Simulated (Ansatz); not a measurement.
BH3Br− (SMILES [H][B-]([H])([H])Br): the energy, rung by rung

BH3Br−: 5 atoms, total charge -1, spin state singlet. SMILES: `[H][B-]([H])([H])Br`. The shape is that of a GFN2-xTB optimisation.

```tsv
atom	x (Å)	y (Å)	z (Å)
B	-0.0024	0.0017	-0.1851
Br	0.0152	-0.0198	1.8429
H	1.1495	0.0105	-0.5598
H	-0.5857	1.0038	-0.5364
H	-0.5765	-0.9962	-0.5616
```

Quantity: the energy change with the B1–H5 bond stretched from 1.211 to 1.817 Å, in eV. The values are calculated.

| level | kind | program | value (eV) |
| --- | --- | --- | --- |
| BLYP/STO-3G (restricted) | GGA | Ansatz | ? |
| PBE/STO-3G (restricted) | GGA | Ansatz | 2.28 |
| revPBE/STO-3G (restricted) | GGA | Ansatz | ? |
| BHLYP/STO-3G (restricted) | global hybrid | Ansatz | 2.74 |
| wB97M-V/STO-3G (restricted) | range-separated hybrid | Ansatz | 2.56 |
| wB97X/STO-3G (restricted) | range-separated hybrid | Ansatz | 2.61 |
| RPA@PBE/STO-3G (restricted) | RPA | Ansatz | 2.27 |
| CCSDT(Q)/STO-3G (restricted) | coupled cluster or CI | Ansatz | 2.37 |
| FCI/STO-3G | exact in the basis | Ansatz | 2.37 |

(1) Estimate what the levels marked ? give.

## Answers

(1) As computed at these levels: BLYP/STO-3G (restricted): 2.19 eV; revPBE/STO-3G (restricted): 2.23 eV. All-electron rows without a relativistic Hamiltonian named are non-relativistic. Sets without diffuse functions describe the anion poorly. The first shape isn't each level's own minimum. The values span 2.19 to 2.74 eV. All rows use very small basis sets, so even the best lies far from the true value. In the correlated wave-function rows the outer d shell of Br is correlated, in sets not made for it.
